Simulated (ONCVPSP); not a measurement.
# Scattering properties, ONCV potential for N

```
Element                 : N (Z = 7)
Generator               : ONCVPSP 4.0.1
Type                    : optimised norm-conserving Vanderbilt (ONCV)
Functional              : PBE
Relativity              : scalar-relativistic
Frozen core             : [He]
Valence charge          : 5
Reference configuration : 2s2 2p2.5 (charge +0.5)
Partial waves           : 2s: rc 0.70 bohr, ncon 4, nbas 8, qcut 9.4 1/bohr, local; 2p: rc 1.85 bohr, ncon 3, nbas 6, qcut 6.9 1/bohr, 2 projectors, debl 2.6 Ha
Local potential         : the s channel
Core correction         : Teter function, fcfact 4, rcfact 1.6
```

The phase is arctan(r·R′/R) of the radial function R(r), unwrapped; energies in Ha, scanned from -2 to 5 Ha. A pole is an energy at which the radial function vanishes at the test radius. The pseudo phase is shifted by a multiple of π to meet the all-electron one at the reference energy, and phase errors are pseudo minus all-electron; the curves can meet again beyond the range given. Levels narrower than the energy grid can be missing from the lists of poles.

```json
{"channel": "s", "radius (bohr)": "0.71", "reference energy (Ha)": "-0.92", "poles, all-electron": "none", "poles, pseudo": "none", "unbroken range about the reference energy with phases within 0.05 rad": "the whole range", "phase error 1 Ha above the reference energy (rad)": "-0.004"}
{"channel": "p", "radius (bohr)": "1.88", "reference energy (Ha)": "-0.49", "poles, all-electron": "-0.06, 4.40", "poles, pseudo": "-0.06, 4.48", "unbroken range about the reference energy with phases within 0.05 rad": "the whole range", "phase error 1 Ha above the reference energy (rad)": "+0.001"}
```

Phases in the p channel:

| E (Ha) | all-electron | pseudo |
| --- | --- | --- |
| -1.98 | 1.126 | 1.127 |
| -1.80 | 1.079 | 1.079 |
| -1.62 | 1.013 | 1.014 |
| -1.44 | 0.919 | 0.920 |
| -1.26 | 0.770 | 0.772 |
| -1.08 | 0.511 | 0.513 |
| -0.90 | 0.040 | 0.042 |
| -0.72 | -0.596 | -0.595 |
| -0.54 | -1.066 | -1.066 |
| -0.36 | -1.330 | -1.330 |
| -0.18 | -1.491 | -1.491 |
| 0.00 | -1.604 | -1.604 |
| 0.18 | -1.696 | -1.695 |
| 0.36 | -1.782 | -1.781 |
| 0.54 | -1.872 | -1.871 |
| 0.72 | -1.979 | -1.977 |
| 0.90 | -2.119 | -2.116 |
| 1.08 | -2.321 | -2.318 |
| 1.26 | -2.631 | -2.627 |
| 1.44 | -3.069 | -3.066 |
| 1.62 | -3.533 | -3.531 |
| 1.80 | -3.880 | -3.880 |
| 1.98 | -4.104 | -4.104 |
| 2.16 | -4.248 | -4.248 |
| 2.34 | -4.348 | -4.347 |
| 2.52 | -4.419 | -4.419 |
| 2.70 | -4.474 | -4.473 |
| 2.88 | -4.517 | -4.516 |
| 3.06 | -4.553 | -4.551 |
| 3.24 | -4.583 | -4.581 |
| 3.42 | -4.608 | -4.606 |
| 3.60 | -4.631 | -4.628 |
| 3.78 | -4.652 | -4.648 |
| 3.96 | -4.670 | -4.666 |
| 4.14 | -4.688 | -4.683 |
| 4.32 | -4.705 | -4.699 |
| 4.50 | -4.721 | -4.714 |
| 4.68 | -4.737 | -4.728 |
| 4.86 | -4.753 | -4.743 |
